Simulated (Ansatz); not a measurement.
Reaction (formal exchange of groups at a Ge–Ge bond): `[CH3][GeH]([F])[GeH3]` + `Cl[SiH](Cl)Cl` → `Cl[Si](Cl)(Cl)[GeH3]` + `[CH3][GeH2][F]`

Computed with Ansatz on PBE0-D4/def2-TZVP structures; ΔE is electronic, products minus reactants. CCSD(T)/CBS adds triple-zeta CCSD(T) − MP2 to the extrapolated MP2 energy (def2 sets, frozen cores). This one scheme is used for every species. Functionals use def2-TZVPP. For Ge outer-core shells are correlated without core-valence functions, which leaves a few kJ/mol of doubt a bond. Scalar relativity is left out up to krypton.

```csv
level,ΔE (kJ/mol)
PBE,9.8
MP2/def2-TZVPP,11.4
SCS-MP2/def2-QZVPP,11.7
MP2/CBS(def2),9.9
```

Problem. What does CCSD(T)/CBS give? (Estimate.)

Solution. Computed: +10.6 kJ/mol. The listed levels differ from it by -0.8, 0.8, 1.1, -0.7 kJ/mol.

Largest T1 diagnostic among the species: 0.012.

The D4 term adds −5.3 kJ/mol with B3LYP and −2.9 kJ/mol with PBE0; it sums over pairs of atoms, weighted by their polarisabilities, and B3LYP, whose exchange is more repulsive, gets the larger term. In def2-TZVPP, CCSD(T) changes the Hartree–Fock value by −3.9 kJ/mol (the triples alone add −1.4 kJ/mol) and MP2 by −4.6 kJ/mol.

B3LYP here is the variant with VWN-RPA as its local correlation; programs differ in this.
